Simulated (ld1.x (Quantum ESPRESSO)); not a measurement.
# An all-electron radial function and its pseudo partner (F)

Columns: radius, all-electron u(r) and pseudo u(r) of the 2p shell (level -11.05 eV) of fluorine in the configuration [He] 2s2 2p5; PBEsol, scalar-relativistic, RRKJ scheme, ld1.x (Quantum ESPRESSO) 7.5.

```json
{"r (bohr)": "0.050", "all-electron": "0.0428", "pseudo": "0.0190"}
{"r (bohr)": "0.100", "all-electron": "0.1385", "pseudo": "0.0741"}
{"r (bohr)": "0.150", "all-electron": "0.2548", "pseudo": "0.1597"}
{"r (bohr)": "0.200", "all-electron": "0.3735", "pseudo": "0.2676"}
{"r (bohr)": "0.250", "all-electron": "0.4847", "pseudo": "0.3878"}
{"r (bohr)": "0.300", "all-electron": "0.5834", "pseudo": "0.5101"}
{"r (bohr)": "0.350", "all-electron": "0.6680", "pseudo": "0.6251"}
{"r (bohr)": "0.400", "all-electron": "0.7381", "pseudo": "0.7254"}
{"r (bohr)": "0.450", "all-electron": "0.7941", "pseudo": "0.8065"}
{"r (bohr)": "0.500", "all-electron": "0.8371", "pseudo": "0.8662"}
{"r (bohr)": "0.550", "all-electron": "0.8683", "pseudo": "0.9053"}
{"r (bohr)": "0.600", "all-electron": "0.8890", "pseudo": "0.9264"}
{"r (bohr)": "0.650", "all-electron": "0.9008", "pseudo": "0.9330"}
{"r (bohr)": "0.700", "all-electron": "0.9050", "pseudo": "0.9293"}
{"r (bohr)": "0.750", "all-electron": "0.9029", "pseudo": "0.9189"}
{"r (bohr)": "0.800", "all-electron": "0.8956", "pseudo": "0.9045"}
{"r (bohr)": "0.850", "all-electron": "0.8840", "pseudo": "0.8880"}
{"r (bohr)": "0.900", "all-electron": "0.8690", "pseudo": "0.8702"}
{"r (bohr)": "0.950", "all-electron": "0.8513", "pseudo": "0.8515"}
{"r (bohr)": "1.000", "all-electron": "0.8315", "pseudo": "0.8315"}
{"r (bohr)": "1.050", "all-electron": "0.8102", "pseudo": "0.8102"}
{"r (bohr)": "1.100", "all-electron": "0.7877", "pseudo": "0.7877"}
{"r (bohr)": "1.150", "all-electron": "0.7645", "pseudo": "0.7645"}
{"r (bohr)": "1.200", "all-electron": "0.7407", "pseudo": "0.7407"}
{"r (bohr)": "1.250", "all-electron": "0.7167", "pseudo": "0.7167"}
{"r (bohr)": "1.300", "all-electron": "0.6926", "pseudo": "0.6926"}
```

Problem. How many radial nodes do the two functions have?

Solution. The all-electron 2p function has n − l − 1 = 0; the pseudo-wave has 0.

Problem. At about which radius was the pseudo-wave matched?

Solution. 1.00 bohr, where the columns begin to agree (steps of 0.05 bohr).

Problem. Is the pseudo-wave norm-conserving?

Solution. Yes: the RRKJ scheme keeps the norm inside the radius equal to the all-electron one, which fixes the energy derivative of the logarithmic derivative at the level.
